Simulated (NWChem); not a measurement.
# SnF3 cation; SMILES [F][Sn+]([F])[F]

def2 effective core potentials on Sn; no spin-orbit coupling.

Give the equilibrium geometry at PBE0/def2-SVP with def2 effective core potentials on Sn (NWChem) as a Z-matrix, with the point group.

point group D3h; any orientation.
```
Sn
F 1 1.8722
F 1 1.8722 2 120.00
F 1 1.8722 2 120.00 3 180.00
```
